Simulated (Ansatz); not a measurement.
`CCB(N)F` + H₂Te → `NB(F)[TeH]` + `CC` at 700 K and 1 bar (ligand exchange at a B–C bond).

Computed with Ansatz on PBE0-D4/def2-TZVP structures; ΔE is electronic, products minus reactants. CCSD(T)/CBS adds triple-zeta CCSD(T) − MP2 to the extrapolated MP2 energy (def2 sets, frozen cores). This one scheme is used for every species. Elements past krypton have def2 core potentials. For Te outer-core shells are correlated without core-valence functions, which leaves a few kJ/mol of doubt a bond. One conformer a species, not always the lowest.

```csv
species,CCSD(T)/CBS energy (Eh),H − E (kJ/mol),S (J/(mol·K))
`CCB(N)F`,-259.73302,339.0,446.6
H₂Te,-268.91024,57.2,261.6
`NB(F)[TeH]`,-448.93912,166.0,409.1
`CC`,-79.71954,238.1,289.3
```

H − E and S are ideal-gas, rigid-rotor, harmonic terms from PBE0-D4/def2-TZVP, for one conformer and one mirror image of each species. 1 Eh = 2625.50 kJ/mol, R = 8.31446 J/(mol·K).

Task: By hand: ΔE, ΔH, ΔS and ΔG.

Result: ΔE = (-448.93912) + (-79.71954) − (-259.73302) − (-268.91024) = -0.01540 Eh = -40.4 kJ/mol. Δ(H − E) = 166.0 + 238.1 − 339.0 − 57.2 = 7.9, so ΔH = -32.5 kJ/mol. ΔS = 409.1 + 289.3 − 446.6 − 261.6 = -9.8 J/(mol·K). ΔG = -32.5 − 700 × (-9.8)/1000 = -25.6 kJ/mol.

Task: By hand: the equilibrium constant, and the temperature at which ΔG would vanish if ΔH and ΔS stayed fixed.

Result: log₁₀ K = −ΔG/(RT ln 10) = 1.9. ΔG = 0 at ΔH/ΔS = 3316 K, far beyond where these terms or the molecules hold.

The number of gas molecules stays the same, so ΔS is small and ΔH decides. A doubt of 5 kJ/mol in ΔE shifts log₁₀ K by 0.4 here. Other conformers and mirror images would add mixing entropy, several J/(mol·K) or more a flexible species. Modes under 60 cm⁻¹, often nearly free rotors, make the harmonic entropy too high. These are equilibria of isolated gas molecules and say nothing of rates. Largest T1 diagnostic: 0.012 (customary marks: 0.02 for closed shells, 0.045 for open ones).
